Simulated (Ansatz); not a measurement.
```yaml
crystal:
  periodic: [false, false, false]
  atoms:
    - {symbol: C, position_ang: [-0.269592, 1.530991, -0.756067]}
    - {symbol: N, position_ang: [0.211198, -0.133443, -0.242323]}
    - {symbol: C, position_ang: [1.175503, -0.105187, 1.285682]}
    - {symbol: Xx, position_ang: [-1.778006, -1.766905, -0.143242]}
    - {symbol: H, position_ang: [0.857578, 2.286370, -0.954361]}
    - {symbol: H, position_ang: [-1.053444, 2.205957, 0.158399]}
    - {symbol: H, position_ang: [-0.945550, 1.487004, -1.943261]}
    - {symbol: H, position_ang: [1.576257, -1.368463, 1.620059]}
    - {symbol: H, position_ang: [2.306637, 0.645666, 1.092847]}
    - {symbol: H, position_ang: [0.511374, 0.434375, 2.369216]}
    - {symbol: H, position_ang: [-1.993630, -1.798218, -2.274069]}
    - {symbol: H, position_ang: [-0.502074, -3.487148, -0.170505]}
basis:
  gaussian: {orbitals: def2-TZVPD, nuclear_model: gaussian}
total_charge: 1
magnetization: {spin_polarized: true, initial_magnetization: 1}
hamiltonian: {xc: {name: LC-wPBE}, pseudopotentials: {relativity: scalar}}
output: {forces: true}
```

```sh
$ ansatz run in.yaml --threads 4 --pin off --events-out ev --progress --plain --max-ram 10444MiB
```

Question: How does Ansatz answer? (An estimate is asked.)

Answer: The calculation gave: The program refused the input.
```
Error: YAML parse error: error: line 7 column 16: `Xx` is not an element symbol (H … Og, case-exact)
 --> <input>:7:16
5 |     - {symbol: N, position_ang: [0.211198, -0.133443, -0.242323]}
6 |     - {symbol: C, position_ang: [1.175503, -0.105187, 1.285682]}
7 |     - {symbol: Xx, position_ang: [-1.778006, -1.766905, -0.143242]}
8 |     - {symbol: H, position_ang: [0.857578, 2.286370, -0.954361]}
9 |     - {symbol: H, position_ang: [-1.053444, 2.205957, 0.158399]}
```
